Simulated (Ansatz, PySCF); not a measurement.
Molecule: C₂HO, charge 0, multiplicity 2. It need not be the lowest isomer of its formula. 
Geometry from a B3LYP-D3(BJ)/def2-TZVP (Ansatz, a quantum-chemistry and plane-wave program) optimisation:
```
C
O 1 1.1710
C 1 1.2878 2 170.77
H 3 1.0711 1 137.10 2 180.00
```
Charge 0, spin multiplicity 2.

Wanted: atomisation energy (electronic, to ground-state atoms), in kcal/mol. Cores are frozen in the correlated levels unless marked. UHF or UKS for open shells. No spin-orbit coupling. Non-relativistic. The coupled-cluster limit lacks core correlation, which all-electron functionals hold. CBS marks a two-point X^-3 extrapolation of the correlation energy; Hartree-Fock from the larger set. The bracket is a focal-point correction in the basis named. The program attaches cautions to a run behind HF/STO-3G: large difference.

```tsv
level	program	atomisation energy (kcal/mol)	minus last row
HF/STO-3G	Ansatz	265.1	-152.6
HF/6-31G*	Ansatz	274.2	-143.5
BLYP-D4/def2-TZVPD	Ansatz + dftd4	434.7	17.0
PBE0/6-31G*	Ansatz	425.0	7.3
PBE0/def2-TZVPD	Ansatz	428.2	10.5
r2SCANh-D4/def2-TZVPD	Ansatz + dftd4	423.9	6.2
MN15-D3(BJ)/def2-TZVPD	PySCF + dftd3	424.8	7.1
CAM-B3LYP-D4/def2-TZVPD	Ansatz + dftd4	423.8	6.1
RI-MP2/cc-pVTZ	Ansatz	420.6	2.9
SCS-MP2/aug-cc-pVDZ	Ansatz	389.9	-27.8
CCSD(T)/cc-pVDZ	Ansatz	381.3	-36.4
CCSD(T)/cc-pwCVTZ	Ansatz	405.9	-11.8
RI-MP2/CBS(cc-pVTZ,cc-pVQZ)+[CCSD(T)-MP2]/cc-pVTZ	Ansatz	417.9	0.2
RI-MP2/CBS(cc-pVTZ,cc-pVQZ)+[CCSD(T)-MP2]/cc-pVQZ	Ansatz	417.8	0.1
CCSD(T)/CBS(cc-pVTZ,cc-pVQZ)	Ansatz	417.7	0.0
```
